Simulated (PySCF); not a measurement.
H2O2Y, neutral, multiplicity 2. Atoms are numbered in the order given.

```xyz
5

Y      0.0000     0.0000     0.3477
O      0.0000     1.7171    -0.6744
H      0.0000     2.3577    -1.3839
O      0.0000    -1.7171    -0.6744
H      0.0000    -2.3577    -1.3839
```
Charge 0, spin multiplicity 2.

Geometry optimised at r2SCAN-D4/def2-TZVP. The def2 effective core potentials stand for the cores of Y; spin–orbit coupling is left out. Other conformers were not sampled.

The numbers are results of PySCF with r2SCAN-D4/def2-TZVP, not measurements.

Frequencies are harmonic and unscaled.

```json
[
 {"mode": "1", "ν (cm⁻¹)": "119", "IR (km/mol)": "0.3", "moving atoms (share of kinetic energy)": "O 66 %, H 18 %, Y 16 %"},
 {"mode": "2", "ν (cm⁻¹)": "303", "IR (km/mol)": "158.8", "moving atoms (share of kinetic energy)": "H 87 %, O 12 %"},
 {"mode": "3", "ν (cm⁻¹)": "361", "IR (km/mol)": "177.1", "moving atoms (share of kinetic energy)": "H 84 %, O 15 %"},
 {"mode": "4", "ν (cm⁻¹)": "363", "IR (km/mol)": "0.0", "moving atoms (share of kinetic energy)": "H 89 %, O 11 %"},
 {"mode": "5", "ν (cm⁻¹)": "373", "IR (km/mol)": "76.9", "moving atoms (share of kinetic energy)": "H 80 %, O 19 %"},
 {"mode": "6", "ν (cm⁻¹)": "625", "IR (km/mol)": "136.2", "moving atoms (share of kinetic energy)": "O 73 %, Y 22 %"},
 {"mode": "7", "ν (cm⁻¹)": "643", "IR (km/mol)": "70.1", "moving atoms (share of kinetic energy)": "O 83 %, Y 11 %"},
 {"mode": "8", "ν (cm⁻¹)": "3928", "IR (km/mol)": "138.8", "moving atoms (share of kinetic energy)": "H 94 %"},
 {"mode": "9", "ν (cm⁻¹)": "3929", "IR (km/mol)": "146.0", "moving atoms (share of kinetic energy)": "H 94 %"}
]
```
